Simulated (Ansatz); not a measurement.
Computed with Ansatz on PBE0-D4/def2-TZVP structures; ΔE is electronic, products minus reactants. CCSD(T)/CBS adds triple-zeta CCSD(T) − MP2 to the extrapolated MP2 energy (def2 sets, frozen cores). This one scheme is used for every species. DFT in def2-TZVPP. def2 core potentials past Kr. For Sn outer-core shells are correlated without core-valence functions, which leaves a few kJ/mol of doubt a bond. One conformer a species, not always the lowest.

`C[NH][SnH2][CH]=O` + H₂ → `C[NH][SnH3]` + `C=O`  (hydrogenolysis of the Sn–C bond)

```tsv
species	ωB97X-V energy (Eh)
`C[NH][SnH2][CH]=O`	-424.64817
H₂	-1.17262
`C[NH][SnH3]`	-311.32723
`C=O`	-114.51083
```

**Question.** Work out ΔE.

**Answer.** ΔE = (-311.32723) + (-114.51083) − (-424.64817) − (-1.17262) = -0.01727 Eh = -45.3 kJ/mol. CCSD(T)/CBS gives -39.5 kJ/mol.

Largest T1 diagnostic among the species: 0.015.

The D4 term adds +8.4 kJ/mol with B3LYP and +4.9 kJ/mol with PBE0; it sums over pairs of atoms, weighted by their polarisabilities, and B3LYP, whose exchange is more repulsive, gets the larger term. In def2-TZVPP, CCSD(T) changes the Hartree–Fock value by +29.3 kJ/mol (the triples alone add +6.8 kJ/mol) and MP2 by +33.3 kJ/mol.

B3LYP here is the variant with VWN-RPA as its local correlation; programs differ in this.
